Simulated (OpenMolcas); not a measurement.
Ni³⁺: the spin-orbit constant, worked from levels

```json
{
 "Program": "OpenMolcas",
 "Basis": "ANO-L-VDZP [5s4p2d1f]",
 "Scalar Hamiltonian": "non-relativistic, point nucleus",
 "Active space": "7 electrons in 5 orbitals (3d)",
 "State averaging": "2S+1 = 4 even, 10 roots; 2S+1 = 2 even, 40 roots",
 "Spin-orbit coupling": "RASSI with atomic mean-field integrals over the reference wave functions, term energies averaged over their components"
}
```

Methods: CASSCF; MS-CASPT2, IPEA 0.25 Eh, imaginary shift 0.1 Eh (closed shells correlated: 3s 3p). Measured levels: Corliss and Sugar, J. Phys. Chem. Ref. Data 10, 197 (1981).

**The spin-orbit constant.** For the Hund term ⁴F of d7, E(J) = (A/2) J(J+1) + constant and ζ = -2S·A = -3A. From J = 3/2 to J = 9/2 the energy changes by 10.5 A.

```tsv
Source	E(9/2) - E(3/2)	A	ζ
CASSCF	-2738.0	-260.8	782
MS-CASPT2	-2729.8	-260.0	780
measured	-2621.1	-249.6	749
```

All in cm-1. MS-CASPT2 is off by +4.1 % and CASSCF by +4.5 %. Both methods take the spin-orbit matrix elements from the reference wave functions, so the second can move ζ only through the term energies and any multistate remixing. Second-order mixing with other terms is absorbed into this ζ.

CASPT2 does not keep the components of a term degenerate, so their means are used; among the terms shown or strongly mixed into the levels shown the widest spread is 860 cm-1 (3d⁷ ⁴F, MS-CASPT2). The basis is small and was not contracted for so high a charge. Without dynamic correlation excited terms often stand tens of per cent too high (terms of higher spin than the ground term too low), and those without a measured partner can miss by more than the paired ones (holds for CASSCF). Computed and measured levels are paired by configuration, term and J; levels that our copy of the source lacks, or whose pairing is in doubt (as where it misses far off the trend of its configuration), stay unpaired and out of the deviations. Only configurations of the active space appear.
